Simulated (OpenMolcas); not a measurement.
OpenMolcas run: Mo

Input:

```
&GATEWAY
Coord
1

Mo 0.0 0.0 0.0
Basis=ANO-RCC-VTZP
Group=XYZ
NoMove
AngMom=0.0 0.0 0.0
AMFI
&SEWARD
&RASSCF
FileOrb=start.orb
Symmetry=1
Spin=7
nActEl=6 0 0
Inactive=9 9
Ras2=6 0
CIRoot=1 1 1
SDav=1
CIMx=300
Iter=120 100
PrWF=0.3
OrbListing=Nothing
MaxOrb=0
Atom
>>> COPY $Project.JobIph JOBPRE
&RASSCF
FileOrb=start.orb
Symmetry=1
Spin=7
nActEl=6 0 2
Inactive=9 9
Ras2=6 0
Ras3=0 3
CIRoot=1 1 1
SDav=46
CIMx=300
Iter=120 100
PrWF=0.3
OrbListing=Nothing
MaxOrb=0
Thrs=2.0e-7 1.0e-1 5.0e-4
Atom
>>> COPY $Project.JobIph JOB001
&RASSCF
FileOrb=start.orb
Symmetry=1
Spin=5
nActEl=6 0 2
Inactive=9 9
Ras2=6 0
Ras3=0 3
CIRoot=47 47 1
SDav=485
CIMx=300
Iter=120 100
PrWF=0.3
OrbListing=Nothing
MaxOrb=0
Thrs=2.0e-7 1.0e-1 5.0e-4
Atom
CIOnly
>>> COPY $Project.JobIph JOB002
&RASSCF
FileOrb=start.orb
Symmetry=1
Spin=3
nActEl=6 0 2
Inactive=9 9
Ras2=6 0
Ras3=0 3
CIRoot=102 102 1
SDav=1494
CIMx=300
Iter=120 100
PrWF=0.3
OrbListing=Nothing
MaxOrb=0
Thrs=2.0e-7 1.0e-1 5.0e-4
Atom
CIOnly
>>> COPY $Project.JobIph JOB003
&RASSCF
FileOrb=start.orb
Symmetry=1
Spin=1
nActEl=6 0 2
Inactive=9 9
Ras2=6 0
Ras3=0 3
CIRoot=102 102 1
SDav=1120
CIMx=300
Iter=120 100
PrWF=0.3
OrbListing=Nothing
MaxOrb=0
Thrs=2.0e-7 1.0e-1 5.0e-4
Atom
CIOnly
>>> COPY $Project.JobIph JOB004
&RASSCF
FileOrb=start.orb
Symmetry=2
Spin=7
nActEl=6 0 2
Inactive=9 9
Ras2=6 0
Ras3=0 3
CIRoot=18 18 1
SDav=18
CIMx=300
Iter=120 100
PrWF=0.3
OrbListing=Nothing
MaxOrb=0
Thrs=2.0e-7 1.0e-1 5.0e-4
Atom
>>> COPY $Project.JobIph JOB005
&RASSCF
FileOrb=start.orb
Symmetry=2
Spin=5
nActEl=6 0 2
Inactive=9 9
Ras2=6 0
Ras3=0 3
CIRoot=102 102 1
SDav=270
CIMx=300
Iter=120 100
PrWF=0.3
OrbListing=Nothing
MaxOrb=0
Thrs=2.0e-7 1.0e-1 5.0e-4
Atom
CIOnly
>>> COPY $Project.JobIph JOB006
&RASSCF
FileOrb=start.orb
Symmetry=2
Spin=3
nActEl=6 0 2
Inactive=9 9
Ras2=6 0
Ras3=0 3
CIRoot=102 102 1
SDav=882
CIMx=300
Iter=120 100
PrWF=0.3
OrbListing=Nothing
MaxOrb=0
Thrs=2.0e-7 1.0e-1 5.0e-4
Atom
CIOnly
>>> COPY $Project.JobIph JOB007
&RASSI
NrOfJobIphs=6 1 30 72 23 18 13
1
1 2 3 4 5 6 7 8 9 10 11 12 13 14 15 16 17 18 19 20 21 22 23 24 25 26 27
28 29 30
1 2 3 4 5 6 7 8 9 10 11 12 13 14 15 16 17 18 19 20 21 22 23 24 25 26 27
28 29 30 31 32 33 34 35 36 37 38 39 40 41 42 43 44 45 46 47 48 49 50 51
52 53 54 55 56 57 58 59 60 61 62 63 64 65 66 67 68 69 70 71 72
1 2 3 4 5 6 7 8 9 10 11 12 13 14 15 16 17 18 19 20 21 22 23
1 2 3 4 5 6 7 8 9 10 11 12 13 14 15 16 17 18
1 2 3 4 5 6 7 8 9 10 11 12 13
IphNames
JOB001
JOB002
JOB003
JOB004
JOB005
JOB006
EJob
SpinOrbit
DIPRint=1.0
SOCoupling=1000.0
Subsets=2
MEES
Property=10
'ANGMOM' 1 'ANGMOM' 2 'ANGMOM' 3 'MLTPL  1' 1 'MLTPL  1' 2 'MLTPL  1' 3
'AMFI' 1 'AMFI' 2 'AMFI' 3 'MLTPL  2' 6
SOProperty=3
'ANGMOM' 1 'ANGMOM' 2 'ANGMOM' 3
```

Launched by
```bash
OMP_NUM_THREADS=1 MOLCAS_MEM=1689 MOLCAS_PROJECT=a pymolcas a.inp > a.log  # once for each step of the input, in one work folder
```

A driver script runs the steps one by one and writes start.orb anew before each from the orbitals found so far, so a CI-only block uses the converged orbitals of the first block.

Output, cut to the results:

```
--- SEWARD ---
Basis set label: MO.ANO-RCC...7S6P4D2F1G.

      Electronic valence basis set:
      ------------------
      Associated Effective Charge  42.000000 au
      Associated Actual Charge     42.000000 au
      Nuclear Model: Point charge

      Shell  nPrim  nBasis  Cartesian Spherical Contaminant
         s      21       7        X
         p      18       6        X
         d      13       4                 X
         f       6       2                 X
         g       4       1                 X
                  Relativistic Douglas-Kroll-Hess integrals:
                    - DKH order of Hamiltonian: 2
                    - DKH order of Properties : 0
                  Atomic mean-field integrals
--- RASSCF ---
Wave function specifications:
      -----------------------------

      Number of closed shell electrons          36
      Number of electrons in active shells       6
      Max number of holes in RAS1 space          0
      Max nr of electrons in RAS3 space          2
      Number of inactive orbitals               18
      Number of active orbitals                  9
      Number of secondary orbitals              41
      Spin quantum number                      3.0
      State symmetry                             1
Orbital specifications:
      -----------------------

      Symmetry species                           1   2
                                                ag  au
      Frozen orbitals                            0   0
      Inactive orbitals                          9   9
      Active orbitals                            6   3
      RAS1 orbitals                              0   0
      RAS2 orbitals                              6   0
      RAS3 orbitals                              0   3
      Secondary orbitals                        21  20
      Deleted orbitals                           0   0
      Number of basis functions                 36  32
      Number of CSFs                            46
      Number of root(s) required                 1
      Iter CI   SX   CI       RASSCF       Energy    max ROT     max BLB   max BLB  Level Ln srch  Step   QN
          iter iter root      energy       change     param      element    value   shift minimum  type update
 Nr of preliminary CI iterations:   1
      Total energies have been shifted. Add                -4000.00 au
        1   1    6    1   -45.70297237    0.00E+00   6.30E-05   15  16 1  1.41E-05   0.27   0.00    SX    NO
        2   1    5    1   -45.70297237   -1.16E-09   2.87E-05   15  16 1  1.06E-05   0.27   0.00    SX    NO
        3   1    5    1   -45.70297237   -4.05E-10   1.40E-05   15  16 1  5.91E-06   0.27   0.00    SX    NO
        4   1    4    1   -45.70297237   -1.54E-10   8.31E-06   15  16 1  4.04E-06   0.27   0.00    SX    NO
      Convergence after  4 iterations
        5   1    4    1   -45.70297237   -5.50E-11   8.31E-06   15  16 1  2.38E-06   0.27   0.00    SX    NO
      Natural orbitals and occupation numbers for root  1
      sym 1:   0.997694   0.997694   0.997694   0.997694   0.997694   1.000000
      sym 2:   0.003844   0.003844   0.003844
::    RASSCF root number  1 Total energy:  -4045.70297237
--- RASSCF ---
Wave function specifications:
      -----------------------------

      Number of closed shell electrons          36
      Number of electrons in active shells       6
      Max number of holes in RAS1 space          0
      Max nr of electrons in RAS3 space          2
      Number of inactive orbitals               18
      Number of active orbitals                  9
      Number of secondary orbitals              41
      Spin quantum number                      2.0
      State symmetry                             1
Orbital specifications:
      -----------------------

      Symmetry species                           1   2
                                                ag  au
      Frozen orbitals                            0   0
      Inactive orbitals                          9   9
      Active orbitals                            6   3
      RAS1 orbitals                              0   0
      RAS2 orbitals                              6   0
      RAS3 orbitals                              0   3
      Secondary orbitals                        21  20
      Deleted orbitals                           0   0
      Number of basis functions                 36  32
      Number of CSFs                           485
      Number of root(s) required                47
...
--- RASSI ---
SPIN-FREE ENERGIES:
  (Shifted by EMIN (a.u.) =      -4045.7029723718)

 SF State       Relative EMIN(au)   Rel lowest level(eV)    D:o, cm**(-1)      L_eff

     1             0.0000000000        0.0000000000              0.0000         0.0
     2             0.0630523852        1.7157428062          13838.3990         0.0
     3             0.0822244043        2.2374400250          18046.1708         2.0
     4             0.0822244043        2.2374400250          18046.1708         2.0
     5             0.0822244043        2.2374400250          18046.1708         2.0
     6             0.0822244043        2.2374400250          18046.1708         2.0
     7             0.0822244043        2.2374400250          18046.1708         2.0
     8             0.1005812109        2.7369541778          22075.0242         4.0
     9             0.1005812109        2.7369541778          22075.0242         4.0
    10             0.1005812109        2.7369541778          22075.0242         4.0
    11             0.1005812109        2.7369541778          22075.0242         4.0
    12             0.1005812109        2.7369541778          22075.0242         4.0
    13             0.1005812109        2.7369541778          22075.0242         4.0
    14             0.1005812109        2.7369541778          22075.0242         4.0
    15             0.1005812109        2.7369541778          22075.0242         4.0
    16             0.1005812109        2.7369541778          22075.0242         4.0
    17             0.1110382036        3.0215034458          24370.0688         1.0
    18             0.1110382036        3.0215034458          24370.0688         1.0
    19             0.1110382036        3.0215034458          24370.0688         1.0
   127             0.1142056513        3.1076940892          25065.2432         3.0
   128             0.1142056513        3.1076940892          25065.2432         3.0
...
```

Levels above the lowest, from the spin-orbit matrix, grouped by J:

```csv
Configuration,Term,J,E (eV),Measured (eV),Term weight %
4d5 5s,7S,3,0.0000,0.0000,100
4d5 5s,5S,2,1.7124,1.3351,99
4d4 5s2,5D,0,2.1449,1.3596,99
4d4 5s2,5D,1,2.1626,,99
4d4 5s2,5D,2,2.1953,,99
4d4 5s2,5D,3,2.2395,,99
4d4 5s2,5D,4,2.2936,,99
4d5 5s,5G,2,2.7284,2.0632,99
4d5 5s,5G,3,2.7331,,99
4d5 5s,5G,4,2.7383,,100
4d5 5s,5G,5,2.7429,,100
4d5 5s,5G,6,2.7454,,100
4d4 5s 5p,7F*,0,2.9532,,100
4d4 5s 5p,7F*,1,2.9666,,100
4d4 5s 5p,7F*,2,2.9935,,100
4d5 5s,5P,3,2.9985,,93
4d5 5s,5P,2,3.0098,,95
4d5 5s,5P,1,3.0216,,98
4d4 5s 5p,7F*,3,3.0339,,100
4d4 5s 5p,7P*,2,3.0672,,100
4d4 5s 5p,7F*,4,3.0881,,100
4d4 5s 5p,7P*,3,3.1053,,100
4d4 5s 5p,7F*,5,3.1562,,100
4d4 5s 5p,7P*,4,3.1615,,100
```

Against the 3 measured excited levels shown (NIST Handbook of Basic Atomic Spectroscopic Data) the mean absolute deviation is 4900 cm-1; the largest miss in energy is 4d4 5s2 5D0: computed 2.1449, measured 1.3596 eV (+57.8 %).

Some high roots are left out of the spin-orbit mixing, which shifts the levels that they would mix with. Without dynamic correlation excited terms often stand tens of per cent too high (terms of higher spin than the ground term too low), and those without a measured partner can miss by more than the paired ones. Terms from blocks run as CI alone lack orbitals of their own. Configurations are named by rounded mean occupations; where the s occupation lies near a half they are strongly mixed, a name can repeat and a true partner stay unpaired. A single d shell beside an s shell can misplace configurations of different d count against each other. Computed and measured levels are paired by configuration, term and J; levels that our copy of the source lacks, or whose pairing is in doubt (as where it misses far off the trend of its configuration), stay unpaired and out of the deviations. Only configurations of the active space appear. The first state left out of the spin-orbit step lies near 38000 cm-1 above the lowest spin-free state of the reference (among the parities and spins computed), and the list stops at four fifths of that energy or lower. The table shows the lowest 24 of 44 levels.

The term weight is that of the spin-free term in the level, not the purity of its configuration. * marks odd parity.
